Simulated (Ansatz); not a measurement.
C2H8OSi2 can be A, `C=C[SiH2]O[SiH3]`, or B, `O[SiH2]/C=C/[SiH3]`.

Program: Ansatz. Geometries: PBE0-D4/def2-TZVP. ΔE: electronic, gas phase. CBS: MP2 limit from def2 TZ/QZ plus the TZ coupled-cluster correction, frozen cores. Functionals use def2-TZVPP. One conformer a species, not always the lowest.

Question: Which isomer does CCSD(T)/CBS put lower? Give the gap. (Best estimate.)

Answer: Computed: A, by 106.7 kJ/mol.

Question: Give E(B) − E(A) in kJ/mol with B2PLYP, CCSD(T)/def2-TZVPP, CCSD/def2-TZVPP, ωB97M-V, LDA (SPW92), HF/def2-TZVPP, PBE0-D4. (Estimate.)

Answer: Ansatz gave: B2PLYP 108.1, CCSD(T)/def2-TZVPP 105.8, CCSD/def2-TZVPP 109.5, ωB97M-V 105.0, LDA (SPW92) 88.5, HF/def2-TZVPP 127.3, PBE0-D4 96.8. None reverses the order clearly.

Question: Does the order hold for the free energy at 298.15 K (harmonic terms from PBE0-D4)? (Estimate.)

Answer: Ansatz gave: Yes: G(B) − G(A) = +107.9 kJ/mol, for one conformer each. Modes under 60 cm⁻¹, often nearly free rotors, make the harmonic entropy too high.

Largest T1 diagnostic: 0.012.

At CCSD(T), def2-SVP lies −5.7 kJ/mol from the extrapolated value and def2-TZVPP −0.9 kJ/mol. From r2SCAN to r2SCAN0 (25 % exact exchange), in def2-TZVPP and without D4, E(B) − E(A) moves by +3.2 kJ/mol.
